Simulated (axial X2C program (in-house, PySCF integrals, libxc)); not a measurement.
**Spin–orbit effects down a group: molecules with Br (ions), PBE0**

All values come from calculations with an axial X2C code built on PySCF integrals, spin-free (one-electron X2C) or two-component (2c: spin–orbit coupling with atomic mean-field Coulomb and Gaunt terms, which also bring small scalar terms), in Dyall basis sets with cores contracted in-house; open shells are unrestricted.

Basis sets: Be dyall-av3z, Br dyall-acv3z, Ca dyall-acv3z, Mg dyall-av3z, Sr dyall-acv3z.

```json
{"molecule": "BeBr⁻", "spin-free state": "M_S = 0, Λ = 0", "Re (Å)": "2.124", "ωe (cm⁻¹)": "441.0", "De (eV)": "1.35", "2c state": "Ω = 0", "Re 2c (Å)": "2.125", "ωe 2c (cm⁻¹)": "440.5", "De 2c (eV)": "1.35"}
{"molecule": "MgBr⁻", "spin-free state": "M_S = 0, Λ = 0", "Re (Å)": "2.581", "ωe (cm⁻¹)": "222.7", "De (eV)": "1.04", "2c state": "Ω = 0", "Re 2c (Å)": "2.582", "ωe 2c (cm⁻¹)": "222.4", "De 2c (eV)": "1.04"}
{"molecule": "CaBr⁻", "spin-free state": "M_S = 0, Λ = 0", "Re (Å)": "2.714", "ωe (cm⁻¹)": "218.0", "De (eV)": "1.64", "2c state": "Ω = 0", "Re 2c (Å)": "2.714", "ωe 2c (cm⁻¹)": "217.8", "De 2c (eV)": "1.64"}
{"molecule": "SrBr⁻", "spin-free state": "M_S = 0, Λ = 0", "Re (Å)": "2.857", "ωe (cm⁻¹)": "167.0", "De (eV)": "1.63", "2c state": "Ω = 0", "Re 2c (Å)": "2.857", "ωe 2c (cm⁻¹)": "166.8", "De 2c (eV)": "1.63"}
```

Fragments in 2c: Br- + Be, Br- + Mg, Br- + Ca, Sr + Br-. Each entry is the lowest single determinant of a limited PBE0 search at one distance. De goes to single-determinant-based atoms at the same level (for ions the charge split of lowest energy) and is withheld (n/a) where an atom does not fit its ground term or J level. Main or longest-lived isotopes.
